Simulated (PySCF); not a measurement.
## Dipole response of Zr (zirconium, neutral)

[Kr] 4d2 5s2, high-spin 3F determinant. Computed with PySCF 2.14 in def2-TZVPPD with the def2 core potential (28 electrons) (6s4p3d2f1g, 56 functions), with a scalar-relativistic core potential. Coupled (time-dependent) response in atomic units; α is the mean over directions.

```json
{"method": "UHF", "mean α (bohr³)": "176.6", "C₆ (like pair)": "2363", "S(−4)": "97540"}
{"method": "PBE", "mean α (bohr³)": "116.6", "C₆ (like pair)": "1564", "S(−4)": "6354"}
{"method": "PBE0", "mean α (bohr³)": "123.1", "C₆ (like pair)": "1688", "S(−4)": "7205"}
{"method": "LC-wPBE", "mean α (bohr³)": "138.5", "C₆ (like pair)": "1983", "S(−4)": "9974"}
{"method": "wB97M-V", "mean α (bohr³)": "114.9", "C₆ (like pair)": "1511", "S(−4)": "5971"}
```

S(−4) is the Cauchy moment in α(ω) = α(0) + S(−4) ω² + …

Reference α: 112 ± 13 bohr³ (recommended; Schwerdtfeger and Nagle, table of static dipole polarizabilities (2023 update)). Published C₆: 1360 (Gould and Bucko (2016)).

Spin-orbit coupling is absent.

Hartree-Fock lies above the reference because it lacks correlation, which contracts the outer shell.

α(iu) at UHF:

```
u (hartree)  α(iu) (bohr³)
          0          176.6
     0.0500          128.5
      0.100          90.96
      0.200          45.94
      0.300          27.46
      0.500          14.09
      0.750          8.355
       1.00          5.734
       1.50          3.270
       2.00          2.120
       3.00          1.087
       5.00         0.4319
```

A single London oscillator, α(iu) = α/(1 + u²/ω²), gives C₆ = (3/4) ω α². Matching the computed C₆ needs ω = 4 × 2363 / (3 × 176.6²) = 0.101 hartree.

Energies and moments cover only the electrons outside the core potential.
